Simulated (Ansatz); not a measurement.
`O[SiH2]/C=C/[SiH3]` + `N[Si](O)(F)F` → `O[SiH2]N[Si](O)(F)F` + `C=C[SiH3]`  (ligand exchange at the Si–C bond)

Gas-phase electronic energies from Ansatz, PBE0-D4/def2-TZVP geometries. CCSD(T)/CBS adds triple-zeta CCSD(T) − MP2 to the extrapolated MP2 energy (def2 sets, frozen cores). DFT in def2-TZVPP. B3LYP here is the variant with VWN-RPA as its local correlation; programs differ in this. Each species was taken in one conformer, which may not be the lowest.

```json
{"level": "PBE-D4", "ΔE (kJ/mol)": "-63.7", "difference from CCSD(T)/CBS": "8.0"}
{"level": "r2SCAN-D4", "ΔE (kJ/mol)": "-70.1", "difference from CCSD(T)/CBS": "1.6"}
{"level": "PBE0-D4", "ΔE (kJ/mol)": "-67.4", "difference from CCSD(T)/CBS": "4.3"}
{"level": "B3LYP-D4", "ΔE (kJ/mol)": "-73.0", "difference from CCSD(T)/CBS": "-1.3"}
{"level": "ωB97X-V", "ΔE (kJ/mol)": "-71.9", "difference from CCSD(T)/CBS": "-0.2"}
{"level": "ωB97M-V", "ΔE (kJ/mol)": "-72.9", "difference from CCSD(T)/CBS": "-1.2"}
{"level": "B2PLYP", "ΔE (kJ/mol)": "-71.0", "difference from CCSD(T)/CBS": "0.7"}
{"level": "PBE", "ΔE (kJ/mol)": "-60.9", "difference from CCSD(T)/CBS": "10.8"}
{"level": "r2SCAN", "ΔE (kJ/mol)": "-69.5", "difference from CCSD(T)/CBS": "2.2"}
{"level": "PBE0", "ΔE (kJ/mol)": "-65.0", "difference from CCSD(T)/CBS": "6.7"}
{"level": "B3LYP", "ΔE (kJ/mol)": "-68.4", "difference from CCSD(T)/CBS": "3.3"}
{"level": "HF/def2-TZVPP", "ΔE (kJ/mol)": "-77.1", "difference from CCSD(T)/CBS": "-5.4"}
{"level": "MP2/def2-TZVPP", "ΔE (kJ/mol)": "-72.6", "difference from CCSD(T)/CBS": "-0.9"}
{"level": "SCS-MP2/def2-TZVPP", "ΔE (kJ/mol)": "-73.3", "difference from CCSD(T)/CBS": "-1.6"}
{"level": "CCSD/def2-TZVPP", "ΔE (kJ/mol)": "-73.3", "difference from CCSD(T)/CBS": "-1.6"}
{"level": "CCSD(T)/def2-TZVPP", "ΔE (kJ/mol)": "-72.5", "difference from CCSD(T)/CBS": "-0.8"}
{"level": "HF/def2-QZVPP", "ΔE (kJ/mol)": "-77.6", "difference from CCSD(T)/CBS": "-5.9"}
{"level": "MP2/def2-QZVPP", "ΔE (kJ/mol)": "-72.4", "difference from CCSD(T)/CBS": "-0.7"}
{"level": "SCS-MP2/def2-QZVPP", "ΔE (kJ/mol)": "-73.0", "difference from CCSD(T)/CBS": "-1.3"}
{"level": "HF/CBS(def2)", "ΔE (kJ/mol)": "-77.6", "difference from CCSD(T)/CBS": "-5.9"}
{"level": "MP2/CBS(def2)", "ΔE (kJ/mol)": "-71.9", "difference from CCSD(T)/CBS": "-0.2"}
{"level": "CCSD/CBS(def2)", "ΔE (kJ/mol)": "-72.6", "difference from CCSD(T)/CBS": "-0.9"}
{"level": "CCSD(T)/CBS", "ΔE (kJ/mol)": "-71.7", "difference from CCSD(T)/CBS": "0"}
```

Largest T1 diagnostic among the species: 0.012.

The D4 term adds −4.6 kJ/mol with B3LYP and −2.4 kJ/mol with PBE0; it sums over pairs of atoms, weighted by their polarisabilities, and B3LYP, whose exchange is more repulsive, gets the larger term. From PBE to PBE0 (25 % exact exchange), in def2-TZVPP and without D4, ΔE moves by −4.1 kJ/mol. In def2-TZVPP, CCSD(T) changes the Hartree–Fock value by +4.6 kJ/mol (the triples alone add +0.9 kJ/mol) and MP2 by +4.4 kJ/mol.
